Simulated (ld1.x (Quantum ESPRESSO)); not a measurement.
**Transferability test, RRKJ potential for hafnium**

ld1.x (Quantum ESPRESSO) 7.5 input, shortened:

```
&input
   title='Hf', zed=72., rel=1, dft='PBE', iswitch=3,
   config='[Xe] 4f14 5d2 6s2 6p0'
 /
 &inputp
   pseudotype=2, tm=.false., rho0=0.02, lloc=0,
   nlcc=.false.
 /
3
6P  2  1   0.00   0.00  4.20  4.20  0.0
5D  3  2   2.00   0.00  2.25  2.25  0.0
6S  1  0   2.00   0.00  3.10  3.10  0.0
 &test
   configts(1)='5d2 6s2 6p0'
 /
```

Energies are relative to the spin-unpolarised reference configuration 5d2 6s2 6p0; without spin polarisation the order of configurations can differ from experiment. The frozen-core shift is the all-electron ΔE with the core orbitals held at their reference shape minus the fully relaxed ΔE.

| valence configuration | charge | ΔE all-electron (eV) | error AE − PS (meV) | frozen-core shift (meV) |
| --- | --- | --- | --- | --- |
| 5d2 6s1 6p0 | +1 | 7.976 | +5.5 | +5.3 |
| 5d1 6s0 6p0 | +3 | 43.950 | +289 | +330 |
| 5d3 6s0 6p0 | +1 | 9.989 | +84 | +38 |
| 5d1 6s2 6p0 | +1 | 6.498 | +36 | +58 |
| 5d1 6s2 6p1 | 0 | 1.962 | +19 | +54 |
| 5d3 6s1 6p0 | 0 | 2.593 | +13 | +24 |

What are ΔE and the potential's error for 5d2 6s0 6p0?

ΔE = 22.156 eV all-electron; the error (AE − PS) is +130 meV.

Levels in the configuration 5d2 6s1 6p0:

```
level  all-electron (eV)  pseudo (eV)
   5d             -9.206       -9.226
   6s            -10.975      -10.945
```
